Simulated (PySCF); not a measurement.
Spinor energies of V¹⁴⁺ (vanadium, charge +14)

Start: [He] 2s2 2p5; 2p1/2 filled at m_j = +1/2; 2p3/2 filled at m_j = -3/2, -1/2, +1/2, +3/2. Calculated with PySCF 2.14 in an uncontracted even-tempered set (18 s from 2.6 bohr⁻², ratio 2.4; 11 p from 3.4 bohr⁻², ratio 2.4; 5 d from 17 bohr⁻², ratio 2.6; 5 f from 25 bohr⁻², ratio 2.6): generalised Hartree-Fock with the X2C-1e Hamiltonian and a Gaussian nucleus; one run each with spin-orbit coupling (SO) screened by Boettger's factors, then bare. This is a chosen level, not necessarily the ground level.

```csv
spinor shell,electrons,"ε, screened SO (eV)","ε, bare SO (eV)",weight of nominal j (bare SO),"rms radius, bare SO (bohr)"
1s1/2,2,-6007.0,-6007.0,1.000,0.0766
2s1/2,2,-1081.7,-1081.7,1.000,0.322
2p1/2,1,-994.03,-994.57,1.000,0.288
2p3/2,4,-981.28,-981.06,1.000,0.291
```

```tsv
quantity	screened SO	bare SO
E (hartree)	-843.96787	-843.95167
M_J	1/2	1/2
⟨J²⟩	0.751	0.751
⟨L²⟩	2.001	2.001
⟨S²⟩	0.750	0.750
```

Each row is a mean over spinors that exchange with the open shell spreads, by up to 6.003 eV (2s1/2).
